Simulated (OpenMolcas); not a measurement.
Predicting a hybrid from its neighbours: CH6NPSi

The species is CH6NPSi (10 atoms), meant as a singlet with charge 0. As SMILES, `C1NP[SiH2]1`. The shape is that of a PBE0-D4/def2-TZVP optimisation.

The vertical energy of the triplet above the singlet y, in eV, basis def2-SVP; a is the functional's share of exact exchange. Programs: OpenMolcas 26.06.

| functional | program | a | y (eV) |
| --- | --- | --- | --- |
| PBE | OpenMolcas | 0 | 4.22 |
| revPBE | OpenMolcas | 0 | 4.23 |
| B3LYP | OpenMolcas | 0.2 | 4.53 |
| PBE0 | OpenMolcas | 0.25 | ? |
| BHLYP | OpenMolcas | 0.5 | 4.79 |

Q: Fit y = c + s·a to the known rows and predict PBE0.

A: 
1. Means of the 4 rows: a = 0.1750, y = 4.442.
2. Σ(Δa)² = 0.1675, Σ(Δa·Δy) = 0.19125, so the slope is 0.19125/0.1675 = 1.1418.
3. Intercept: 4.442 − (1.1418) × 0.1750 = 4.242. The largest residual of the fit is 0.059.
4. PBE0: 4.242 + (1.1418) × 0.25 = 4.53 eV.

The run gave 4.48 eV, so the prediction is off by +0.05 eV, within the largest residual.
